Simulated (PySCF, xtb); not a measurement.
dimethyl selenide (C2H6Se), SMILES C[Se]C.

Harmonic wavenumbers (cm⁻¹) from GFN2-xTB (xtb 6.7.1) at its own minimum, in rising order: 140, 152, 206, 571, 577, 830, 869, 898, 919, 1284, 1288, 1431, 1433, 1438, 1439, 3001, 3002, 3008, 3009, 3035, 3040.

Question: What does PBE0-D3(BJ)/def2-SVP run with PySCF 2.14.0 give at its own minimum? (The exact figures need the calculation; the answer reports its results.)

Answer: 155, 159, 219, 618, 632, 855, 893, 925, 976, 1286, 1309, 1431, 1439, 1445, 1452, 3062, 3066, 3175, 3182, 3190, 3191. Paired by order, the mean absolute difference is 52 cm⁻¹ and the zero-point energies are 45.1 and 46.7 kcal/mol.
